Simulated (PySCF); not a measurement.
# [Zn(Cl)2] (charge 0, multiplicity 1)

Computed with TPSSh-D3(BJ)/def2-TZVP // TPSS-D3(BJ)/def2-SVP (PySCF).

```yaml
HOMO: -8.39 eV
dipole_moment: 0.00 D
HOMO–LUMO gap: 6.22 eV
LUMO: -2.17 eV
charge on the central atom (Mulliken): 0.62 e
charge on the central atom (meta-Löwdin): 1.23 e
total_energy: -2699.9580 Ha
cost: very roughly 60 core-seconds
```

Bonds (Å): Zn1–Cl2 2.104, Zn1–Cl3 2.104. Bond angles (°): Cl2–Zn1–Cl3 180.0.
